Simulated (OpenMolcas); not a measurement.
**Mo3+: effect of the metal basis**

Mo3+ with its 6 nearest bromide ions at 2.658 Å, on the Y site of Cs2NaYBr6 (a = 11.3047 Å, distance in the model lattice 2.765 Å). The rest of the host is ab initio model potentials to 7.6 Å and point charges beyond; the distance is set by hand and nothing relaxes.

```json
{
  "Program": "OpenMolcas 26.06",
  "Method": "CASSCF",
  "Spin-orbit coupling": "state interaction with AMFI integrals over the reference wave functions"
}
```

Fixed: ligand basis ANO-RCC-VDZP, active space 3 electrons in 5 orbitals (4d), DKH2 Hamiltonian.

States (labels of O, the rotations of Oh). Energies in cm-1 above the lowest state or level, χT in cm3 K/mol; 10Dq and B are least-squares fits to the states below 45000 cm-1, weighted by degeneracy, with a free offset, and given where the rms deviation is under 5 % of |10Dq| (or 100 cm-1) and under 700 cm-1.

| Run | Metal basis | Ground state | First state of that spin | 10Dq | B (rms of fit) | First gap with spin-orbit (degeneracies) | χT at 300 K | First state of another spin | Cost |
| --- | --- | --- | --- | --- | --- | --- | --- | --- | --- |
| A | ANO-RCC-VDZP | 4A2 | 4T2 16226 | 15669 | 630 (395) | 13261 (4, 4) | 1.768 | 2E 13395 | roughly 80 core-seconds |
| B | ANO-RCC-VTZP | 4A2 | 4T2 15950 | 15441 | 638 (360) | 13346 (4, 4) | 1.766 | 2E 13499 | roughly 2.4 core-minutes |

Against A, |10Dq| changes by -1.5 % in B.

Costs are those of the RASSCF and RASSI steps.

Without dynamic correlation the repulsion within the d shell is too large (B by tens of per cent), so at a given field states of lower spin stand too high. With metal d orbitals alone the field can be off either way by tens of per cent. Ligand-to-metal charge-transfer states are missing. With no ligand orbital active B as a rule stays too high, so bands that hang on it stand too high and its fall with covalency is understated. The least metal-like active orbital is 78 % on the metal (Löwdin) and no ligand orbital is active, so the numbers are rough (holds for A). The least metal-like active orbital is 79 % on the metal (Löwdin) and no ligand orbital is active, so the numbers are rough (holds for B). No measured value stands beside these numbers; the geometry was set by hand and not optimised.
